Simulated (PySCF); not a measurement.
# Exercise with solution: dipole moment from atomic charges

H2MoO2S2, SMILES [OH][Mo]([OH])(=[S])=[S], multiplicity 1. Atoms are numbered in the order given.

```xyz
7

Mo     0.0000     0.0000     0.2331
S     -1.6961     0.0000    -1.0193
S      1.6961     0.0000    -1.0193
O      0.0000     1.5108     1.2942
H      0.0000     2.4462     1.0600
O      0.0000    -1.5108     1.2942
H      0.0000    -2.4462     1.0600
```

Geometry optimised at PBE0-D3(BJ)/def2-SVP. The geometry has at least one imaginary mode, so it is a saddle point at that level. The multiplicity is an assumed one; no other spin state was optimised. The structure was generated by enumeration; whether it is a known compound was not checked. The def2 effective core potentials stand for the cores of Mo; spin–orbit coupling is left out. One conformer was computed; it need not be the lowest.

Charges (e) from CAM-B3LYP/def2-TZVP (PySCF):

| atom | ESP fit | Mulliken |
|---|---|---|
| Mo1 | 0.422 | 1.388 |
| S2 | -0.179 | -0.353 |
| S3 | -0.179 | -0.353 |
| O4 | -0.424 | -0.700 |
| H5 | 0.392 | 0.360 |
| O6 | -0.424 | -0.700 |
| H7 | 0.392 | 0.360 |

The dipole moment of the full density is 0.90 D.

### Question
What dipole moment does each set of point charges give, and which comes closer to that of the density?

### Answer

μ = Σ q r, and 1 e Å = 4.8032 D.
ESP fit: Σ q r = (0.000, 0.000, 0.197) e Å, |μ| = 0.95 D.
Mulliken: Σ q r = (0.000, 0.000, -0.006) e Å, |μ| = 0.03 D.
ESP fit comes closer in size. Point charges leave out the atoms' own dipoles (lone pairs, polarised bonds); fits to the potential absorb them, partitions of the density don't.
